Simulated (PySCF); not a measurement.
C2H8N2Si2.

```xyz
14

C      2.6842    -0.6847     0.2643
C      1.2470    -0.2988     0.0626
N      0.3432    -1.1595    -0.2964
Si    -1.1430    -0.1516    -0.5463
N     -2.5918    -0.5510     0.2955
Si     0.3727     1.4162     0.3000
H      3.0093    -0.4374     1.2892
H      3.3291    -0.1065    -0.4195
H      2.8218    -1.7602     0.0786
H     -1.4987    -0.1511    -1.9893
H     -3.2747    -1.1821    -0.1166
H     -2.6179    -0.5916     1.3109
H      0.2537     1.7808     1.7461
H      0.9153     2.6188    -0.4056
```
Charge 0, spin multiplicity 1.

Geometry optimised at TPSSh-D3(BJ)/def2-SVP. The structure was generated by enumeration; whether it is a known compound was not checked. The values are those of a single conformer.

The numbers are results of KT2/pcSseg-1 run with PySCF, not measurements. Non-relativistic, no solvent.

Computed absolute GIAO shielding of each atom: isotropic value and principal components (ppm):
```json
[
 {"atom": "C1", "σ(iso)": "147.0", "σ11": "125.6", "σ22": "130.9", "σ33": "184.4", "span": "58.7"},
 {"atom": "C2", "σ(iso)": "-18.0", "σ11": "-103.7", "σ22": "-70.6", "σ33": "120.4", "span": "224.1"},
 {"atom": "N3", "σ(iso)": "-250.3", "σ11": "-648.4", "σ22": "-188.9", "σ33": "86.3", "span": "734.6"},
 {"atom": "Si4", "σ(iso)": "391.8", "σ11": "334.9", "σ22": "395.5", "σ33": "445.0", "span": "110.1"},
 {"atom": "N5", "σ(iso)": "226.4", "σ11": "207.2", "σ22": "222.6", "σ33": "249.3", "span": "42.1"},
 {"atom": "Si6", "σ(iso)": "385.8", "σ11": "231.8", "σ22": "398.4", "σ33": "527.2", "span": "295.4"},
 {"atom": "H7", "σ(iso)": "28.7", "σ11": "26.3", "σ22": "28.2", "σ33": "31.5", "span": "5.3"},
 {"atom": "H8", "σ(iso)": "28.8", "σ11": "26.5", "σ22": "28.1", "σ33": "32.0", "span": "5.5"},
 {"atom": "H9", "σ(iso)": "29.0", "σ11": "26.8", "σ22": "26.9", "σ33": "33.3", "span": "6.5"},
 {"atom": "H10", "σ(iso)": "26.1", "σ11": "23.0", "σ22": "25.0", "σ33": "30.3", "span": "7.3"},
 {"atom": "H11", "σ(iso)": "29.4", "σ11": "23.0", "σ22": "25.3", "σ33": "40.0", "span": "17.0"},
 {"atom": "H12", "σ(iso)": "30.0", "σ11": "23.4", "σ22": "27.2", "σ33": "39.6", "span": "16.2"},
 {"atom": "H13", "σ(iso)": "25.7", "σ11": "22.6", "σ22": "25.6", "σ33": "28.8", "span": "6.2"},
 {"atom": "H14", "σ(iso)": "25.1", "σ11": "20.4", "σ22": "25.2", "σ33": "29.8", "span": "9.4"}
]
```
